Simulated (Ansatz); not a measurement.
**AlCuOS: where a starting geometry ends**

The starting geometry of this gas-phase triplet was optimised with GFN2-xTB.

```json
{"atom": "Al", "x (Å)": "-3.6396", "y (Å)": "-1.8760", "z (Å)": "-1.4070"}
{"atom": "Cu", "x (Å)": "-4.0474", "y (Å)": "-4.2080", "z (Å)": "-0.3637"}
{"atom": "O", "x (Å)": "-3.4561", "y (Å)": "-3.4795", "z (Å)": "-1.8321"}
{"atom": "S", "x (Å)": "-4.4812", "y (Å)": "-2.2856", "z (Å)": "0.6743"}
```

Question: Predict what becomes of its bonds when it is optimised with PBE0-D3(BJ)/pcseg-1.

Answer: It keeps its bonds.

The energy falls by 0.18 eV over 7 steps:

```
step  E − E(last) (eV)
   1             0.181
   2             0.069
   3             0.001
   4             0.000
   5             0.000
   6             0.000
   7             0.000
```

Final geometry (Å):

```xyz
4

Al   -3.6582   -1.8612   -1.3612
Cu   -4.0634   -4.2000   -0.3241
O    -3.4276   -3.5050   -1.9022
S    -4.4752   -2.2829    0.6592
```

Frequencies at the end are all real (lowest 147 cm⁻¹). Open shells are spin-unrestricted. The triplet needn't be the ground state. Run with Ansatz 0.2.0, 64 s on 1 thread of Arm Neoverse V1, with other jobs on the host.
